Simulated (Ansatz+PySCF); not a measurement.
A single O atom.

Basis set: aug-cc-pVDZ (spherical functions). Correlated methods keep 1 orbital frozen. Charge -2, multiplicity 1.

Computed with Ansatz (development build ahead of 0.2.0); each method stands on the lowest determinant of its kind that the runs found. Restricted open shells among the atoms or ions are ROHF, correlated in semicanonical orbitals with singles.

The vertical detachment energy (product with multiplicity 2 at the same shape, open shells in the same class of orbitals) of singlet O(2-):

| method | detachment energy |
| --- | --- |
| ωB97X (unrestricted) | -6.78 eV |
| ωB97X (restricted) | -6.73 eV |
| r²SCAN (unrestricted) | -6.79 eV |
| r²SCAN (restricted) | -6.72 eV |
| PBE (unrestricted) | -6.41 eV |
| PBE (restricted) | -6.38 eV |
| PBE0 (unrestricted) | -6.97 eV |
| PBE0 (restricted) | -6.93 eV |
| RHF-CCSD(T) | -6.74 eV |
| RHF-CCSD | -7.02 eV |
| UHF-CCSD(T) | -6.86 eV |
| RHF-MP2 | -5.88 eV |
| UHF | -9.14 eV |
| RHF | -9.18 eV |

Problem. What does UHF-MP2 give?

Solution. -7.08 eV. Caution: a negative value means that the extra electron is not bound at this level. Caution for UHF-CCSD(T), UHF-MP2: a plain start can end on a higher determinant; another reference gives a lower total. Caution for UHF-CCSD(T): the program doubts this total. Caution for UHF-CCSD(T), UHF-MP2, UHF: the unrestricted determinant is spin contaminated.
